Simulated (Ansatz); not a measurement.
In₁₃P₁₃H₃₀, a nanocrystal cut from zinc blende InP (hydrogen-capped), relaxed as a singlet with RKS PBE-D4/def2-SVP in Ansatz, starting from the GFN2-xTB geometry. Force threshold 0.03 eV/Å.

In the def2 sets In takes a core potential; there is no spin–orbit coupling. Single mean-field runs in def2-SVP are fitted with def2-universal-jkfit.

Start:

Cartesian coordinates in Å:
```
In 0.6762 1.4070 -3.0527
In -3.5590 -0.0815 -2.9433
In -1.2010 -2.4467 -4.8913
In 1.9414 -2.4308 -1.4468
In -2.3677 -3.7026 -1.4251
In -2.2349 3.9691 -0.7869
In 1.3737 5.3784 -0.7239
In 3.1518 1.2595 0.5279
In 0.0945 3.8300 2.5902
In -0.8172 -0.0348 0.5701
In 0.3462 -3.8715 2.5013
In 1.4975 -0.3835 4.3611
In 4.0503 -2.7729 2.6947
P -1.2848 0.0405 -4.1352
P -0.0694 3.7572 -2.1563
P -3.8928 2.4237 -2.1547
P 1.3317 0.0549 -0.9139
P -2.7974 -1.2323 -0.7392
P -0.1585 -3.3847 -2.7003
P 2.3295 -3.5392 0.8996
P -1.5331 -4.7508 0.8576
P -1.6033 2.4255 1.2093
P 2.1346 3.6234 1.0386
P 3.4168 -0.2485 2.6574
P 0.7297 2.1443 4.5308
P -0.3389 -1.3825 2.8122
H 1.9647 1.5954 -4.1977
H -4.9444 -0.7961 -3.6864
H -0.1669 -2.6641 -6.2224
H -2.8531 -2.9596 -4.8204
H 3.3557 -2.6228 -2.4334
H -3.7238 -4.5015 -2.1342
H -2.8843 5.5047 -0.3365
H 2.6896 5.9936 -1.6048
H 0.2081 6.3391 0.1209
H 4.6846 1.4380 -0.2657
H -0.4977 5.3605 3.1233
H 0.5000 -4.7702 3.9686
H 1.6763 -1.1837 5.8812
H 5.6504 -3.0273 2.1805
H 3.3777 -3.3460 4.1846
H -1.6084 0.7687 -5.2785
H -0.3969 4.4641 -3.3107
H -3.8253 3.0585 -3.3933
H -5.2269 2.7491 -1.9467
H -3.8998 -1.2364 0.1150
H 0.1922 -4.7024 -2.9846
H 2.6695 -4.8550 0.5948
H -0.8879 -5.8834 0.3650
H -2.5235 -5.4740 1.5091
H -2.7482 2.2927 1.9956
H 3.1227 4.2547 1.7905
H 4.4044 0.3949 3.3999
H 1.9314 2.7184 4.9413
H 0.0718 2.4216 5.7221
H -1.5277 -1.3825 3.5417
```

```csv
step,energy (eV),largest force component (eV/Å),SCF passes
1,-188426.2995,1.078,19
2,-188426.7642,0.378,26
3,-188427.0151,0.060,20
4,-188427.0713,0.030,19
5,-188427.1039,0.077,20
6,-188427.1192,0.129,20
7,-188427.1261,0.149,20
8,-188427.1365,0.090,20
9,-188427.1441,0.010,20
10,-188427.1457,0.008,20
11,-188427.1461,0.010,20
```

Force components are those of the run's own axes.

End:

Cartesian coordinates in Å:
```
In 0.632 1.357 -2.936
In -3.572 -0.055 -2.848
In -0.663 -2.322 -5.014
In 1.853 -2.350 -1.380
In -2.385 -3.660 -1.335
In -2.277 3.890 -0.745
In 1.795 5.168 -1.023
In 3.021 1.211 0.517
In 0.046 3.748 2.612
In -0.965 -0.038 0.666
In 0.260 -3.821 2.490
In 1.397 -0.358 4.335
In 4.360 -2.628 2.248
P -1.324 0.053 -4.044
P -0.128 3.698 -2.101
P -4.000 2.421 -2.079
P 1.106 0.044 -0.764
P -2.862 -1.209 -0.637
P -0.204 -3.350 -2.616
P 2.240 -3.499 0.919
P -1.638 -4.757 0.933
P -1.689 2.366 1.269
P 2.065 3.564 1.068
P 3.313 -0.230 2.660
P 0.624 2.138 4.607
P -0.465 -1.355 2.830
H 1.992 1.485 -4.014
H -4.988 -0.726 -3.597
H 0.870 -2.154 -5.814
H -2.136 -3.051 -5.595
H 3.280 -2.429 -2.372
H -3.745 -4.502 -2.013
H -2.970 5.425 -0.320
H 3.211 4.984 -2.012
H 1.039 6.625 -0.439
H 4.514 1.330 -0.369
H -0.536 5.276 3.197
H 0.380 -4.754 3.951
H 1.570 -1.126 5.883
H 5.657 -2.446 1.106
H 4.353 -3.446 3.787
H -1.645 0.831 -5.207
H -0.474 4.399 -3.305
H -4.349 3.161 -3.255
H -5.280 2.500 -1.438
H -4.018 -1.233 0.212
H 0.177 -4.708 -2.883
H 2.572 -4.853 0.577
H -1.296 -6.117 0.637
H -2.799 -5.038 1.725
H -2.868 2.272 2.080
H 3.096 4.181 1.853
H 4.318 0.467 3.412
H 1.628 2.796 5.389
H -0.425 2.203 5.582
H -1.667 -1.377 3.611
```

By distances, no bond broke or formed. The bond that changes most is In10–P17, from 2.61 to 2.52 Å (atoms count from 1).

The force fell under the threshold at step 9, but the optimiser went on. No frequencies were taken in this run, so the end may be a saddle point.

It took 46 s on 11 threads of AMD EPYC 7R13 on a shared host and a whole NVIDIA H100 80GB HBM3, peak host memory 1.4 GiB.
